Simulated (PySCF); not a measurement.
**C5H5N2Si: g tensor and hyperfine couplings**

Compound: C5H5N2Si (doublet state).
Structure used (GFN2-xTB), in Å, numbered top down from 1:
```xyz
13
C5H5N2Si angstrom
N      2.8785   -1.8790   -0.8405
C      2.3693   -1.1791   -0.0773
Si     1.5184   -0.2212    1.2311
C     -0.2664    0.1206    0.7688
C     -1.0274   -0.7955   -0.1394
C     -0.5935    0.5458   -0.6611
C     -1.5648    1.5643   -0.8285
N     -2.3487    2.3942   -0.9264
H      2.2885    0.8632    1.8109
H     -0.8626    0.6185    1.5274
H     -0.5254   -1.6619   -0.5458
H     -2.0805   -0.9466    0.0508
H      0.2101    0.5772   -1.3878
```

The hyperfine couplings belong to this conformer and change with its torsions.

As a line formula: `N#C[SiH][C@@H]1C[C@H]1C#N` [radical].

Theory: UKS B3LYP, pcH-1 on C H N Si, non-relativistic, mean-field spin-orbit, GIAO in PySCF. One conformer (not necessarily the lowest) at the GFN2-xTB geometry, without solvent, vibrations or thermal averaging. The geometry wasn't refined by DFT: couplings that depend on bond lengths, twists or pyramidal angles can differ widely from those at the functional's own minimum, by a factor of two or more for some ions and for spin on atoms past the first row. Stability of the SCF solution: not tested.

```json
{
 "g1, g2, g3": "2.00213, 2.00275, 2.00388",
 "g_iso": "2.00292",
 "Form of g": "rhombic: the two nearest values differ by 35 % of g3 − g1",
 "⟨S²⟩": "0.7542 (exact 0.7500)",
 "α and β electrons": "32, 31",
 "Total energy": "-592.46646 Eh"
}
```

Isotropic coupling and dipolar principal values T1 to T3, in 10⁻⁴ cm⁻¹ (1 × 10⁻⁴ cm⁻¹ = 2.998 MHz):

| atom | isotope | a_iso | of which spin–orbit | T1 | T2 | T3 | Mulliken spin population |
| --- | --- | --- | --- | --- | --- | --- | --- |
| N1 | 14N | 1.2 | 0.0 | -2.3 | -1.9 | 4.2 | 0.14 |
| C2 | 13C | 0.7 | 0.0 | -2.9 | -0.2 | 3.2 | -0.08 |
| Si3 | 29Si | -140.9 | 0.4 | -57.7 | 28.7 | 29.0 | 0.91 |
| C4 | 13C | 6.6 | 0.0 | -0.9 | -0.6 | 1.6 | -0.03 |
| C5 | 13C | 0.8 | 0.0 | -0.4 | -0.3 | 0.7 | 0.00 |
| C6 | 13C | 12.0 | 0.0 | -1.6 | -1.5 | 3.1 | 0.04 |
| C7 | 13C | 1.2 | 0.0 | -0.5 | -0.2 | 0.6 | 0.00 |
| N8 | 14N | 0.2 | 0.0 | -0.3 | -0.2 | 0.5 | 0.02 |
| H9 | 1H | 9.5 | 0.0 | -3.3 | 0.5 | 2.8 | 0.00 |
| H10 | 1H | -0.2 | 0.0 | -1.1 | -0.7 | 1.7 | 0.00 |
| H11 | 1H | 0.6 | 0.0 | -0.7 | -0.4 | 1.1 | 0.00 |
| H12 | 1H | -0.2 | 0.0 | -0.4 | -0.3 | 0.7 | 0.00 |
| H13 | 1H | -0.5 | 0.0 | -1.1 | -0.2 | 1.3 | 0.00 |

The largest Mulliken spin populations are on Si3 (+0.91), N1 (+0.14) and C2 (-0.08). The positive populations add up to 1.12 and the negative ones to -0.12, together 2S = 1. The angles at Si3 add up to 344.5°, so it is pyramidal.

Under fast tumbling the dipolar parts average out, and these isotropic splittings remain: 1 × 1H (H9, I = 1/2, 2 lines) with 1.02 mT, 1 × 14N (N1, I = 1, 3 lines) with 0.12 mT, 1 × 1H (H11, I = 1/2, 2 lines) with 0.06 mT and 1 × 1H (H13, I = 1/2, 2 lines) with 0.05 mT.

The 13C coupling of C6 (35.8 MHz) shows only in satellite lines or after enrichment, since that isotope makes up about 1.07 % of natural carbon.

The 29Si coupling of Si3 (-422.4 MHz) shows only in satellite lines or after enrichment, since that isotope makes up about 4.7 % of natural silicon.

Hardware: one thread of an Arm Neoverse V2, no GPU, shared host with 96 logical CPUs at a one-minute load of 90. Cost: 88 s wall (with the writing of density and orbital grids), 0.95 GiB resident at most.
